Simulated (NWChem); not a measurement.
Molecule: C$_{2}$H$_{6}$O$_{2}$Si; SMILES O=C[SiH2]CO

```xyz
11

O     -0.9579     2.0849     0.2351
C      0.2059     1.8425     0.0221
Si     0.8311     0.0126    -0.0425
C     -0.6825    -1.1303    -0.0963
O     -0.3440    -2.4941     0.0387
H      0.9328     2.6903    -0.1313
H      1.7429    -0.1718    -1.2123
H      1.6260    -0.2421     1.2031
H     -1.4298    -0.7888     0.6467
H     -1.1726    -1.0118    -1.0767
H     -0.0174    -2.6361     0.9332
```
Atoms are numbered in this order, from 1.

Computed with NWChem. Pople sets run with spherical d functions. STO-3G and 3-21G are far too small for this property and stand as cheap habits. Structure relaxed at the PBE0/def2-SVP level. GIAO values for the isolated, static molecule; σ is the absolute isotropic shielding, δ = σ(reference) − σ with the isolated reference molecule computed at the same levels (13C: tetramethylsilane, 1H: tetramethylsilane, 17O: water, 29Si: tetramethylsilane).

| level | δ O1 (ppm) | δ Si3 (ppm) | δ C4 (ppm) | δ O5 (ppm) | δ H6 (ppm) | δ H10 (ppm) | δ H11 (ppm) |
|---|---|---|---|---|---|---|---|
| B3LYP/6-31G* | 831.3 | -35.1 | 46.0 | -11.1 | 12.07 | 3.61 | -1.39 |
| PBE/pcSseg-1 | 936.8 | -66.4 | 51.9 | 2.2 | 12.47 | 3.88 | -1.48 |
| B3LYP/6-311G** | 939.0 | (withheld) | (withheld) | 2.3 | (withheld) | (withheld) | -1.39 |
| Hartree-Fock/STO-3G | 831.7 | -55.7 | 38.1 | -16.5 | 12.13 | 1.92 | -2.58 |

Q: Complete the blanks.

A: 
- B3LYP/6-311G**, δ Si3 (ppm): -60.4
- B3LYP/6-311G**, δ C4 (ppm): 50.0
- B3LYP/6-311G**, δ H6 (ppm): 12.23
- B3LYP/6-311G**, δ H10 (ppm): 3.69
